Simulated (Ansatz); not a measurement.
BeGeH4 (SMILES [BeH][GeH3]) moved off its minimum; all values from Ansatz (a quantum-chemistry and plane-wave program), cores frozen in correlated methods.
(charge 0, multiplicity 1)
```xyz
6

Be    -1.7269    -0.9249    -0.2358
H     -2.9258    -1.5525    -0.3968
Ge     0.1325     0.0630     0.0355
H      1.2683    -0.7093     0.8749
H      0.9585     0.6048    -1.2738
H      0.1755     1.4519     0.8042
```

| level | largest force (eV/Å) | on atom | rms difference from CCSD(T)/aug-cc-pVTZ (eV/Å) | dipole (D) |
|---|---|---|---|---|
| HF/def2-TZVPP | 3.80 | Ge3 | 0.213 | 1.27 |
| PBE/def2-TZVPP | 2.47 | Ge3 | 0.181 | 0.76 |
| r2SCAN/def2-TZVPP | 2.77 | Ge3 | 0.141 | 0.84 |
| B3LYP/def2-TZVPP | 2.79 | Ge3 | 0.092 | 0.98 |
| wB97M-V/def2-TZVPP | 2.96 | Ge3 | 0.125 | 1.05 |
| MP2/aug-cc-pVTZ | 3.33 | Ge3 | 0.100 | 1.06 |
| CCSD(T)/aug-cc-pVTZ | 3.03 | Ge3 | 0.000 | 0.97 |

The differences count from one level among others, with limits of its own. Forces at CCSD(T)/aug-cc-pVTZ (eV/Å):

```tsv
atom	Fx	Fy	Fz
Be1	-1.292	-0.641	-0.197
H2	0.404	0.199	0.050
Ge3	2.669	1.431	0.045
H4	-0.649	0.114	-0.471
H5	-0.696	-0.670	0.644
H6	-0.436	-0.433	-0.071
```
